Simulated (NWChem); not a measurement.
System: Ga cation, singlet

NWChem printed, in part:

```
             Northwest Computational Chemistry Package (NWChem) 7.3.0
             --------------------------------------------------------

                             Geometry "geometry" -> ""
                             -------------------------

 Output coordinates in angstroms (scale by  1.889725989 to convert to a.u.)

  No.       Tag          Charge          X              Y              Z
 ---- ---------------- ---------- -------------- -------------- --------------
    1 Ga                  31.0000     0.00000000     0.00000000     0.00000000

 Effective nuclear repulsion energy (a.u.)       0.0000000000

                              NWChem Property Module
                              ----------------------

  itol2e modified to match energy
  convergence criterion.

                                 NWChem DFT Module
                                 -----------------

 Summary of "ao basis" -> "ao basis" (spherical)
 ------------------------------------------------------------------------------
       Tag                 Description            Shells   Functions and Types
 ---------------- ------------------------------  ------  ---------------------
 Ga                          6-31g*                 12       32   5s4p3d

  itol2e modified to match energy
  convergence criterion.

            General Information
            -------------------
          SCF calculation type: DFT
          Wavefunction type:  closed shell.
          No. of atoms     :     1
          No. of electrons :    30
           Alpha electrons :    15
            Beta electrons :    15
          Charge           :     1
          Spin multiplicity:     1
          Use of symmetry is: off; symmetry adaption is: off
          Maximum number of iterations: 150
          AO basis - number of functions:    32
                     number of shells:    12
          Convergence on energy requested:  1.00D-07
          Convergence on density requested:  1.00D-05
          Convergence on gradient requested:  5.00D-04

              XC Information
              --------------
                         B3LYP Method XC Potential
                     Hartree-Fock (Exact) Exchange  0.200
                        Slater Exchange Functional  0.800 local
                    Becke 1988 Exchange Functional  0.720 non-local
              Lee-Yang-Parr Correlation Functional  0.810
                  VWN I RPA Correlation Functional  0.190 local

             Grid Information
             ----------------
          Grid used for XC integration:  fine
          Radial quadrature: Mura-Knowles
          Angular quadrature: Lebedev.
          Tag              B.-S. Rad. Rad. Pts. Rad. Cut. Ang. Pts.
          ---              ---------- --------- --------- ---------
          Ga                  1.30      140           8.0       974
          Grid pruning is: on
          Number of quadrature shells:   140
          Spatial weights used:  Erf1

      Superposition of Atomic Density Guess
      -------------------------------------

 Sum of atomic energies:       -1922.94539831

 Renormalizing density from      31.00 to     30

      Non-variational initial energy
      ------------------------------

 Total energy =   -1884.557208
 1-e energy   =   -2597.088891
 2-e energy   =     712.531684
 HOMO         =      -0.894986
 LUMO         =      -0.363831

   convergence    iter        energy       DeltaE   RMS-Dens  Diis-err
 ---------------- ----- ----------------- --------- --------- ---------
 d= 0,ls=0.0,diis     1  -1923.7635156960 -1.92D+03  5.90D-02  1.34D+01
 d= 0,ls=0.0,diis     2  -1922.8770068679  8.87D-01  3.82D-02  3.64D+01
 d= 0,ls=0.0,diis     3  -1924.3635725454 -1.49D+00  3.04D-03  2.28D-03
 d= 0,ls=0.0,diis     4  -1924.3638874840 -3.15D-04  8.78D-05  2.17D-04
 d= 0,ls=0.0,diis     5  -1924.3638978326 -1.03D-05  1.23D-05  1.74D-08
 d= 0,ls=0.0,diis     6  -1924.3638978355 -2.93D-09  4.90D-07  2.30D-09

         Total DFT energy =    -1924.363897835537
      One electron energy =    -2672.827547233856
           Coulomb energy =      823.254948250110
    Exchange-Corr. energy =      -74.791298851790
 Nuclear repulsion energy =        0.000000000000

 Numeric. integr. density =       30.000000000000

[...]

          -----------------------------------------
          Chemical Shielding Tensors (GIAO, in ppm)
          -----------------------------------------

                                NWChem CPHF Module
                                ------------------

  scftype          =     RHF
  nclosed          =       15
  nopen            =        0
  variables        =      255
  # of vectors     =        3
  tolerance        = 0.10D-03
  level shift      = 0.00D+00
  max iterations   =       50
  max subspace     =       30

 SCF residual:    7.4639023359565316E-007

Iterative solution of linear equations
  No. of variables      255
  No. of equations        3
  Maximum subspace       30
        Iterations       50
       Convergence  1.0D-04

   iter   nsub   residual    time
   ----  ------  --------  ---------
     1      3    7.29D-13       6.7

      Atom:    1  Ga
        Diamagnetic
   2630.3835     -0.0000     -0.0000
     -0.0000   2630.3835     -0.0000
     -0.0000     -0.0000   2630.3835

        Paramagnetic
     -0.0000      0.0000     -0.0000
      0.0000     -0.0000     -0.0000
     -0.0000     -0.0000     -0.0000

        Total Shielding Tensor
   2630.3835     -0.0000     -0.0000
     -0.0000   2630.3835     -0.0000
     -0.0000     -0.0000   2630.3835

           isotropic =    2630.3835
          anisotropy =       0.0000

          Principal Components and Axis System
                 1           2           3
             2630.3835   2630.3835   2630.3835

      1         1.0000     -0.0000     -0.0000
      2        -0.0000      1.0000     -0.0000
      3        -0.0000     -0.0000      1.0000
```

Level: B3LYP/6-31G* (spherical d), GIAO. Low-valent species are run as closed-shell singlets; no triplet was tried in these runs. The printed shielding anisotropy is the first printed principal value minus the mean of the other two.

Write an input that gives this output.

Several could match; the one computed here: the input that was run:
```
start job
memory heap 200 mb stack 900 mb global 1100 mb
charge 1
geometry units angstroms noautosym nocenter noautoz
  Ga     0.000000     0.000000     0.000000
end
basis spherical
  * library 6-31g*
end
dft
  xc b3lyp
  iterations 150
end
property
  shielding
end
task dft property
```
